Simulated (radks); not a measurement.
Problem. Pr3+, configuration [Xe] 4f1 6s1 (not the ground configuration). Method: Dirac Kohn-Sham, LDA (Slater exchange, Perdew-Wang correlation), spin-unpolarised, spherical densities, point nucleus; open shells are shared between the two j in proportion to 2j + 1; computed with a radial shooting solver on a logarithmic mesh with Libxc functionals. Some entries of the table are withheld. Estimate them.

| orbital | occ. | eigenvalue (hartree) | <r> (bohr) |
|---|---|---|---|
| 1s1/2 | 2 | (1) | 0.02411 |
| 2s1/2 | 2 | -248.2433 | 0.1027 |
| 2p1/2 | 2 | -234.7852 | 0.08609 |
| 2p3/2 | 4 | -217.0894 | 0.09240 |
| 3s1/2 | 2 | -54.83260 | 0.2724 |
| 3p1/2 | 2 | -49.09941 | 0.2620 |
| 3p3/2 | 4 | -45.59680 | 0.2743 |
| 3d3/2 | 4 | -35.55622 | 0.2454 |
| 3d5/2 | 6 | -34.80105 | 0.2493 |
| 4s1/2 | 2 | -12.12991 | (2) |
| 4p1/2 | 2 | -9.97819 | 0.6366 |
| 4p3/2 | 4 | -9.20742 | 0.6641 |
| 4d3/2 | 4 | -5.65988 | 0.7117 |
| 4d5/2 | 6 | -5.52263 | 0.7213 |
| 5s1/2 | 2 | -2.65738 | (3) |
| 5p1/2 | 2 | -2.03071 | 1.574 |
| 5p3/2 | 4 | -1.90202 | 1.644 |
| 4f5/2 | 0.428571 | -1.47472 | 0.9322 |
| 4f7/2 | 0.571429 | -1.45813 | 0.9392 |
| 6s1/2 | 1 | -0.86883 | 3.187 |

Solution. 
(1) 1s1/2 eigenvalue (hartree): -1535.325
(2) 4s1/2 <r> (bohr): 0.6200
(3) 5s1/2 <r> (bohr): 1.431
